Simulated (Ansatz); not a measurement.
Born–Oppenheimer molecular dynamics of CH$_{6}$FGa (9 atoms, charge 0, multiplicity 1). It starts at the highest image of a converged band. Of that band: A vibrational analysis at the climbing image gives 2 clearly imaginary modes (904i, 55i cm⁻¹): a point of higher order, so a lower path passes nearby.

Level of theory: RKS PBE0-D4/def2-SVP (Ansatz 0.2.0).

```yaml
ensemble: NVE (velocity Verlet)
time_step: 0.5 fs
steps_asked: 200
starting_velocities_drawn_for: 300 K
seed: 6866
```

First frame:

```xyz
9
Properties=species:S:1:pos:R:3
Ga 0.046 -0.225 -0.139
H -0.048 0.097 1.615
H 1.509 0.026 -0.612
C -1.705 -0.011 -0.973
H -2.226 -0.981 -0.979
H -2.317 0.698 -0.396
H -1.626 0.354 -2.007
F 0.046 -1.930 0.942
H -0.012 -0.939 1.571
```

Q: What does the run give?

A: All steps were run.

| Item | Value |
| --- | --- |
| steps done | 200 |
| time covered | 100 fs |
| mean temperature over the second half | 812 K |
| spread of the potential energy over the second half | 14.1 meV per atom |
| mean potential energy of the second half above the start | -51.3 meV per atom |

The conserved energy stayed within 0.4 meV per atom of its start (net change 0.13 meV per atom), so the integration is sound. The kinetic energy rose, since the run started high on the potential surface and went downhill. It ends in pieces (CH4FGa + H2), so much of that is their flight and rotation, not heat. A run of 0.1 ps of so small a system gives no equilibrium averages. The orbitals stay closed-shell, which can raise the energy where a bond breaks towards radicals; this wasn't checked here.

Q: What happens to the structure?

A: Between its relaxed ends the band would form Ga1–F8, H2–H9 and break Ga1–H2, F8–H9. These pairs go: Ga1–F8 2.02 → 1.70 Å, H2–H9 1.04 → 0.75 Å, Ga1–H2 1.79 → 6.49 Å, F8–H9 1.17 → 7.54 Å. In the last frame they stand as after the step (other bonds may differ from the relaxed reactants and products). Also parted: Ga1–H9 1.85 → 7.12 Å. It ends as CH4FGa + H2. Pairs count as bonded within 1.25 times the sum of covalent radii (0.12 Å more for H–H). This is one draw of velocities; another would differ in detail.

Q: How do temperature and energy run in time?

A: 
| time (fs) | T (K) | potential energy less start (eV) | conserved less start (meV/atom) |
| --- | --- | --- | --- |
| 0 | 300 | 0.000 | 0.00 |
| 3 | 90 | 0.193 | 0.34 |
| 6 | 204 | 0.087 | 0.04 |
| 9 | 134 | 0.153 | 0.29 |
| 12 | 207 | 0.086 | 0.22 |
| 15 | 275 | 0.025 | 0.25 |
| 18 | 433 | -0.118 | 0.21 |
| 21 | 675 | -0.339 | 0.03 |
| 24 | 736 | -0.391 | 0.31 |
| 27 | 1007 | -0.639 | 0.08 |
| 30 | 1012 | -0.641 | 0.32 |
| 33 | 1120 | -0.741 | 0.14 |
| 36 | 959 | -0.594 | 0.24 |
| 39 | 840 | -0.488 | 0.14 |
| 42 | 747 | -0.403 | 0.12 |
| 45 | 720 | -0.377 | 0.27 |
| 48 | 915 | -0.555 | 0.14 |
| 51 | 959 | -0.593 | 0.30 |
| 54 | 1020 | -0.650 | 0.16 |
| 57 | 902 | -0.543 | 0.21 |
| 60 | 806 | -0.457 | 0.13 |
| 63 | 693 | -0.354 | 0.14 |
| 66 | 616 | -0.283 | 0.25 |
| 69 | 652 | -0.317 | 0.21 |
| 72 | 688 | -0.348 | 0.27 |
| 75 | 811 | -0.461 | 0.18 |
| 78 | 925 | -0.564 | 0.17 |
| 81 | 996 | -0.628 | 0.20 |
| 84 | 1039 | -0.668 | 0.08 |
| 87 | 830 | -0.477 | 0.25 |
| 90 | 698 | -0.359 | 0.20 |
| 93 | 608 | -0.277 | 0.27 |
| 96 | 707 | -0.367 | 0.19 |
| 99 | 877 | -0.521 | 0.12 |

Time of the run: 4.9 min on 2 threads of Arm Neoverse V2 (shared host), peak memory 0.18 GiB.
